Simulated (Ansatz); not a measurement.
Computed with Ansatz on PBE0-D4/def2-TZVP structures; ΔE is electronic, products minus reactants. CCSD(T)/CBS adds triple-zeta CCSD(T) − MP2 to the extrapolated MP2 energy (def2 sets, frozen cores). Functionals use def2-TZVPP. One conformer a species, not always the lowest.

Consider the ligand exchange at the Si–O bond: `[F][Al]([SH])[O][SiH3]` + `BOCO` → `BOCO[SiH3]` + `[OH][Al]([F])[SH]`.

`[F][Al]([SH])[O][SiH3]`:

```xyz
9

F     0.297   -1.769   -2.300
Al    0.782   -0.592   -1.265
S     2.719    0.297   -1.608
O    -0.198   -0.117   -0.005
Si   -1.293    0.193    1.160
H     2.580    1.113   -0.548
H    -2.445    0.934    0.585
H    -1.777   -1.079    1.758
H    -0.665    1.020    2.223
```

`BOCO`:

Cartesian coordinates in Å:
```
B 1.086 0.181 -1.126
O 0.734 -0.105 0.139
C -0.610 -0.377 0.489
O -1.182 0.702 1.136
H 0.260 0.159 -1.999
H 2.237 0.438 -1.325
H -0.587 -1.273 1.119
H -1.204 -0.557 -0.410
H -0.734 0.831 1.977
```

`BOCO[SiH3]`:

```xyz
12

B    -0.668   -1.066   -1.892
O    -0.673   -0.734   -0.589
C     0.488   -0.836    0.208
O     0.987    0.419    0.499
Si    0.116    1.589    1.286
H     0.333   -1.503   -2.394
H    -1.689   -0.914   -2.494
H     0.195   -1.364    1.123
H     1.262   -1.395   -0.327
H    -0.640    0.972    2.409
H    -0.831    2.280    0.377
H     1.119    2.552    1.794
```

`[OH][Al]([F])[SH]`:

Z-matrix (Å, degrees):
```
Al
F 1 1.641
S 1 2.167 2 118.8
O 1 1.679 2 118.1 3 -180.0
H 3 1.345 1 92.0 2 -0.0
H 4 0.955 1 125.1 2 179.9
```

| level | ΔE (kJ/mol) |
| --- | --- |
| PBE-D4 | 23.8 |
| r2SCAN-D4 | 26.4 |
| r2SCANh-D4 | 27.3 |
| CAM-B3LYP-D4 | 28.1 |
| ωB97X-V | 26.8 |
| MP2/def2-TZVPP | 26.6 |
| HF/def2-QZVPP | 37.5 |
| MP2/CBS(def2) | 25.5 |

Problem. What does CCSD(T)/CBS give? (An estimate is asked.)

Solution. The calculation gave: +26.9 kJ/mol. The listed levels differ from it by -3.1, -0.5, 0.4, 1.2, -0.1, -0.3, 10.6, -1.4 kJ/mol.

Largest T1 diagnostic among the species: 0.013.

In def2-TZVPP, CCSD(T) changes the Hartree–Fock value by −9.0 kJ/mol (the triples alone add −1.6 kJ/mol) and MP2 by −10.4 kJ/mol. At CCSD(T), def2-SVP lies +6.3 kJ/mol from the extrapolated value and def2-TZVPP +1.0 kJ/mol.
